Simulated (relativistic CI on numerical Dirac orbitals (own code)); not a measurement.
Method of calculation: Dirac-Coulomb-Breit CI, separate exchange-only KLI orbitals for each configuration, model QED, unscaled Slater integrals (own radial code, finite nucleus).

The strongest absorption lines from the ground level of an ion, among the configurations computed and to levels below about 85.9 eV (vacuum wavelength in nm, gf): 15.010 (0.25), 15.082 (0.92), 15.096 (0.34), 15.132 (0.46), 15.233 (0.27), 15.391 (0.87), 15.989 (0.38), 16.030 (0.7).

Task: Which ion is it?
A. Kr11+
B. Ni3+
C. Zn5+
D. Ge7+

Result: D. Ge7+ has 25 electrons and the ground level 3s2 3p6 3d7 4F_9/2; the strongest line goes to 3s2 3p6 3d6 4p 4F°_9/2. The pattern of lines fixes the number of electrons, and along that sequence the line energies rise steadily with the charge (about as its square where n changes within one kind of shell, about linearly where n is kept but much faster in heavy ions where fine structure, which grows about as Z⁴, sets the gap, and irregularly where shells cross), which fixes Z. Configurations outside the model, such as inner-shell arrays, can give stronger lines. At this charge configurations can still be misplaced by up to about 7 % of their energy. Terms inside the open d or f shell come out 10 to 20 % too wide with unscaled integrals.
